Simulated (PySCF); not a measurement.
H2ISi, SMILES [SiH2]I (connectivity only; charge and spin as stated), charge +1, multiplicity 1.

Geometry: B3LYP-D3(BJ)/def2-TZVP. The spin state was assumed, not searched. The isomer is the one that the SMILES or the coordinates give; other isomers of the formula were not compared. The def2 effective core potentials stand for the cores of I; spin–orbit coupling is left out.

These are PySCF with B3LYP-D3(BJ)/def2-TZVP values and carry that method's errors.

Frequencies are harmonic and unscaled.

**Question.** Estimate the vibrational spectrum. (An estimate is asked for; the answer gives what the named calculation found.)

**Answer.** 
| mode | ν (cm⁻¹) | IR (km/mol) | Raman (Å⁴/amu) | depolarisation | moving atoms (share of kinetic energy) |
|---|---|---|---|---|---|
| 1 | 439 | 47.9 | 26.3 | 0.20 | Si 75 %, I 19 % |
| 2 | 554 | 10.1 | 3.8 | 0.75 | H 92 % |
| 3 | 635 | 15.1 | 0.0 | – | H 89 %, Si 11 % |
| 4 | 933 | 141.4 | 4.1 | 0.66 | H 95 % |
| 5 | 2276 | 0.6 | 235.3 | 0.08 | H 98 % |
| 6 | 2332 | 0.0 | 92.2 | 0.75 | H 95 % |
